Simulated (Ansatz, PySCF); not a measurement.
Sb(F)2(OMe) (CH3F2OSb), SMILES C[O][Sb]([F])[F]. Atoms are numbered in the order given.

```xyz
8

Sb    -0.5248     0.2112     0.2598
F     -0.9748    -0.6427    -1.4250
F      0.5918     1.5435    -0.6054
O      0.9347    -1.0120     0.7326
C      1.9346    -1.3742    -0.2131
H      2.6361    -2.0601     0.2866
H      1.4968    -1.8856    -1.0873
H      2.4917    -0.4910    -0.5696
```
Charge 0, spin multiplicity 1.

Coordinates come from a B3LYP-D3(BJ)/def2-SVP optimisation. The def2 effective core potentials stand for the cores of Sb; spin–orbit coupling is left out. The values are those of a single conformer.

Two levels are set side by side: PBE-D3(BJ)/def2-SVP (Ansatz, a quantum-chemistry and plane-wave program) and B3LYP-D3(BJ)/def2-SVP (Ansatz). Each level has its own optimised geometry; the coordinates shown are those of the second. Frequencies come from the Hessian of PySCF at each geometry. Differences are taken from unrounded values.

| quantity | B3LYP-D3(BJ) | PBE-D3(BJ) | PBE-D3(BJ) minus B3LYP-D3(BJ) |
|---|---|---|---|
| mean bond length (Å) | 1.511 | 1.523 | 0.012 |
| bond Sb1–F2 (Å) | 1.942 | 1.957 | 0.015 |
| bond Sb1–F3 (Å) | 1.942 | 1.957 | 0.015 |
| bond Sb1–O4 (Å) | 1.962 | 1.984 | 0.022 |
| bond O4–C5 (Å) | 1.423 | 1.428 | 0.005 |
| bond C5–H6 (Å) | 1.101 | 1.109 | 0.008 |
| bond C5–H7 (Å) | 1.103 | 1.112 | 0.009 |
| bond C5–H8 (Å) | 1.103 | 1.112 | 0.009 |
| highest harmonic wavenumber (cm⁻¹) | 3114 | 3050 | -64 |
| mean harmonic wavenumber (cm⁻¹) | 1103 | 1069 | -34 |
| zero-point energy (kcal/mol) | 28.39 | 27.52 | -0.87 |

Exact exchange shortens and stiffens bonds; PBE has none. Differences between two approximate levels are no errors against the true value.
